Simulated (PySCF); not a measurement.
H9NSi3, charge +1, multiplicity 2. Atoms are numbered in the order given.

```xyz
13

Si     0.3188     1.7305     0.4934
N      0.0000     0.0000    -0.0003
Si    -1.6897    -0.5225    -0.4606
Si     1.3708    -1.2082    -0.0326
H     -0.1390     2.5458    -0.6834
H     -0.5835     1.9522     1.6752
H      1.7755     1.8410     0.7967
H     -2.5714     0.6743    -0.3328
H     -1.5484    -1.0477    -1.8620
H     -2.0085    -1.6388     0.4942
H      1.9091    -1.1988     1.3709
H      0.7968    -2.5147    -0.4683
H      2.3688    -0.6145    -0.9871
```
Charge +1, spin multiplicity 2.

Coordinates come from a PBE-D3(BJ)/def2-SVP optimisation. The spin state was assumed, not searched.

Computed with r2SCAN/def2-TZVP (PySCF).

Atomic charges (e):

```tsv
atom	Mulliken	meta-Löwdin	Mulliken spin
Si1	___	0.61	-0.04
N2	___	-0.52	0.78
Si3	___	0.61	-0.04
Si4	___	0.61	-0.04
H5	___	-0.03	0.06
H6	___	-0.03	0.06
H7	___	-0.05	0.00
H8	___	-0.05	0.00
H9	___	-0.03	0.06
H10	___	-0.03	0.06
H11	___	-0.03	0.06
H12	___	-0.05	0.00
H13	___	-0.03	0.06
```

Q: Some entries are withheld; supply them. (Estimate from the structure and the level; the computed values follow.)

A: 
- Si1, Mulliken: 0.26
- N2, Mulliken: -0.28
- Si3, Mulliken: 0.26
- Si4, Mulliken: 0.26
- H5, Mulliken: 0.06
- H6, Mulliken: 0.06
- H7, Mulliken: 0.04
- H8, Mulliken: 0.04
- H9, Mulliken: 0.06
- H10, Mulliken: 0.06
- H11, Mulliken: 0.06
- H12, Mulliken: 0.04
- H13, Mulliken: 0.06

Computed Mayer and Wiberg (Löwdin basis) orders of the bonds:
| bond | Mayer | Wiberg |
|---|---|---|
| Si1–N2 | 0.92 | 1.19 |
| N2–Si3 | 0.93 | 1.19 |
| N2–Si4 | 0.93 | 1.19 |
| Si1–H5 | 0.91 | 0.92 |
| Si1–H6 | 0.90 | 0.92 |
| Si1–H7 | 0.94 | 0.94 |
| Si3–H8 | 0.94 | 0.94 |
| Si3–H9 | 0.90 | 0.92 |
| Si3–H10 | 0.90 | 0.92 |
| Si4–H11 | 0.90 | 0.92 |
| Si4–H12 | 0.94 | 0.94 |
| Si4–H13 | 0.90 | 0.92 |
